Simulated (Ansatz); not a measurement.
A nudged elastic band was laid between two geometries of Cl3HSi (5 atoms, charge 0, multiplicity 1).

Level of theory: Ansatz 0.2.0, RKS PBE/def2-SVP.

```json
{
 "movable images": "5",
 "climbing image": "yes",
 "spring": "5.0 eV/Å²",
 "optimiser": "quadratic models (default)",
 "start path": "through a guess of the saddle point",
 "force threshold": "0.05 eV/Å",
 "iteration limit": "60",
 "end points": "relaxed"
}
```

Image 0:

```xyz
5
Properties=species:S:1:pos:R:3
Si 0.165 0.000 0.244
H -0.081 0.000 1.713
Cl 2.195 0.000 -0.114
Cl -0.679 1.682 -0.596
Cl -0.679 -1.682 -0.596
```

Image 6:

```xyz
5
Properties=species:S:1:pos:R:3
Si -1.004 0.000 0.112
H 1.656 0.000 2.114
Cl 2.011 0.000 0.864
Cl -0.871 1.642 -1.219
Cl -0.871 -1.642 -1.219
```

(1) Which bonds break or form, and what moves?

(2) What energy profile does the band end with?

(3) What is the geometry of the highest image?

## Answers

(1) Bonds broken: Si1–H2, Si1–Cl3. Bonds formed: H2–Cl3. Cl3HSi becomes Cl2Si + ClH.

(2) It converged. The highest image is number 3 of 0 to 6, 243.1 kJ/mol above the first end and 40.6 kJ/mol above the last; the last end lies 202.5 kJ/mol above the first. Neighbouring images differ by up to 1.3 eV, so the band resolves the path poorly. A vibrational analysis at the climbing image gives one clearly imaginary mode, 742i cm⁻¹: a first-order saddle point. The orbitals stay closed-shell, which can raise the energy where a bond breaks towards radicals; this wasn't checked here.

| image | path coordinate (Å) | energy (kJ/mol) | Si1–H2 (Å) | Si1–Cl3 (Å) | H2–Cl3 (Å) |
| --- | --- | --- | --- | --- | --- |
| 0 | 0.00 | 0.0 | 1.49 | 2.06 | 2.92 |
| 1 | 0.46 | 36.3 | 1.47 | 2.08 | 2.48 |
| 2 | 0.92 | 162.7 | 1.49 | 2.26 | 2.01 |
| 3 | 1.38 | 243.1 | 1.64 | 2.56 | 1.61 |
| 4 | 1.90 | 214.2 | 2.14 | 2.98 | 1.34 |
| 5 | 2.41 | 206.2 | 2.73 | 3.12 | 1.30 |
| 6 | 2.93 | 202.5 | 3.33 | 3.11 | 1.30 |

(3) 
```xyz
5
Properties=species:S:1:pos:R:3:forces:R:3
Si -0.414 0.000 0.364 0.00 0.00 -0.01
H 0.845 0.000 1.417 -0.01 0.00 -0.02
Cl 2.144 0.000 0.457 0.00 0.00 0.00
Cl -0.827 1.676 -0.793 0.00 -0.02 0.01
Cl -0.827 -1.676 -0.793 0.00 0.02 0.01
```

Time of the run: 2.9 min on 1 thread of Intel(R) Xeon(R) Platinum 8259CL CPU @ 2.50GHz (Skylake/Cascade Lake), with other jobs on the host, peak memory 0.18 GiB.
